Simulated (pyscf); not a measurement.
H₂C=CH–NH₂ (SMILES C=CN) → H₃C–CH=NH (SMILES CC=N), a hydrogen shift (singlet surface; H–N broken, C–H formed). PySCF, gas phase, ωB97X-D3(BJ)/def2-SVP geometries. MP2 and CC: frozen core, UHF for open shells. ΔMP2 is the change of the MP2 total energy from the triple- to the quadruple-zeta basis. Energies in kcal/mol from the reactant's lowest minimum found.

Small-basis levels: PySCF, no dispersion term, spherical d functions. AM1 to PM7: differences of heats of formation from MOPAC. GFN2-xTB: tblite. Cost: rough CPU time at the saddle relative to B3LYP/6-31G*, from one job on a shared machine.

| level | barrier | reaction energy | cost |
|---|---|---|---|
| PBE/6-31G* | 57.6 | -5.2 | 1 |
| B3LYP/3-21G | 66.1 | -0.4 | 0.7 |
| B3LYP/LANL2DZ | (withheld) | +2.2 | 0.7 |
| B3LYP/6-31G* | 64.4 | -5.7 | 1 |
| GFN2-xTB | (withheld) | -2.9 | under 0.02 |
| AM1 | 79.0 | -2.3 | under 0.02 |
| PM3 | 64.6 | -4.5 | under 0.02 |
| CCSD(T)/def2-TZVPP + ΔMP2(QZVPP) | (withheld) | -2.8 | – |

Problem. Fill in the missing entries.

Solution. 
- B3LYP/LANL2DZ, barrier: 67.3
- GFN2-xTB, barrier: 61.1
- CCSD(T)/def2-TZVPP + ΔMP2(QZVPP), barrier: 65.2

Against the last row the barrier runs from -7.6 (PBE/6-31G*) to +13.9 kcal/mol (AM1); PM3 happens to lie closest here (0.6 kcal/mol apart). CCSD(T)/def2-TZVPP + ΔMP2(QZVPP) has limits of its own. One saddle was located; it need not be the lowest between these sides. The CCSD(T) − MP2 part came from Ansatz, without density fitting, on the same reference.
